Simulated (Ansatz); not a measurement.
Program: Ansatz. Geometries: PBE0-D4/def2-TZVP. ΔE: electronic, gas phase. CCSD(T)/CBS adds triple-zeta CCSD(T) − MP2 to the extrapolated MP2 energy (def2 sets, frozen cores). Functionals use def2-TZVPP. B3LYP here is the variant with VWN-RPA as its local correlation; programs differ in this. One conformer a species, not always the lowest.

`[SiH3][SiH]1O[CH2][AlH]1` + `CBO[SiH2]F` → `F[SiH]1O[CH2][AlH]1` + `CBO[SiH2][SiH3]`  (redistribution)

```
             level  ΔE (kJ/mol)
         r2SCAN-D4         16.8
            B2PLYP         18.0
            r2SCAN         17.4
             B3LYP         17.4
     HF/def2-TZVPP         22.2
SCS-MP2/def2-QZVPP         18.5
      HF/CBS(def2)         22.1
     MP2/CBS(def2)         18.9
```

(1) What does CCSD(T)/CBS give? (Estimate.)

Largest T1 diagnostic among the species: 0.014.

## Answers

(1) Computed: +17.1 kJ/mol. The listed levels differ from it by -0.3, 0.9, 0.3, 0.3, 5.1, 1.4, 5.0, 1.8 kJ/mol.

The D4 term adds −3.4 kJ/mol with B3LYP and −1.9 kJ/mol with PBE0; it sums over pairs of atoms, weighted by their polarisabilities, and B3LYP, whose exchange is more repulsive, gets the larger term.
